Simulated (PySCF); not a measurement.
Species: C6H9F3.
Atom-mapped SMILES: `[CH3:1][C@@H:2]([CH2:3][F:4])[C@H:5]1[C@H:6]([F:7])[C@@H:8]1[F:9]`

Structure used (GFN2-xTB), in Å, numbered top down from 1:
```
atom  x, y, z in Å
C1    -1.3956    1.3943   -0.0251
C2    -0.6962    0.0616    0.2337
C3    -1.4715   -1.0827   -0.4208
F4    -1.0029   -2.2923    0.0295
C5     0.7246    0.1048   -0.2908
C6     1.8711    0.4830    0.6023
F7     2.8397    1.2892    0.0972
C8     1.7439   -0.9270    0.1031
F9     2.6003   -1.3664   -0.8528
H10   -2.3885    1.3996    0.4167
H11   -1.4924    1.5714   -1.0935
H12   -0.8193    2.2075    0.4080
H13   -0.6700   -0.1338    1.3113
H14   -2.5328   -1.0414   -0.1569
H15   -1.3545   -1.0809   -1.5086
H16    0.8198    0.4523   -1.3135
H17    1.7167    0.6913    1.6548
H18    1.4990   -1.7242    0.7938
```

NICS = −σ at a ghost point: NICS(0) at the centroid of the ring atoms, NICS(1) 1 Å to either side along the normal of their mean plane, zz for the tensor component along that normal. Level: GIAO PBE0/pcSseg-1 (PySCF, non-relativistic, gas phase) on the GFN2-xTB geometry, one conformer.

Ring bond lengths (Å), with Mayer bond orders in brackets: C5–C6 1.502 (0.92), C6–C8 1.501 (0.92), C8–C5 1.503 (0.91).

Problem. What do the NICS probes read (ppm)?

Solution. 
| ring | type | NICS(0) | NICS(1), two faces | NICS(1)zz, two faces | rms pucker (Å) | centre to ring atoms, mean (Å) |
| --- | --- | --- | --- | --- | --- | --- |
| C5–C6–C8 | 3-membered carbocycle; formal bonds all single | -31.7 | -4.4 / -10.3 | -8.6 / -21.6 | 0.00 | 0.87 |

Problem. What can be read from them?

Solution. 
- C5–C6–C8: mean NICS(1)zz -15.1 ppm, shielded. C5, C6, C8 have four or more neighbours, and the NICS criterion for π rings isn't applied. The two faces differ by 13.0 ppm, so no symmetry operation interchanges them. NICS(0) lies 24 ppm below the mean NICS(1).

Problem. What field does 1 T along the ring normal induce along that normal at the second NICS(1) probe listed for ring C5–C6–C8, 1 Å off the ring?

Solution. NICSzz × B0 = -21.6 ppm × 1 T = -22 μT, against the applied field.

Problem. List the ring angles and the Hirshfeld charges of the ring atoms.

Solution. 
- C5–C6–C8: C5 60.0° (-0.061 e), C6 60.1° (+0.036 e), C8 60.0° (+0.036 e); sum 180.0° against 180° for a flat convex ring.
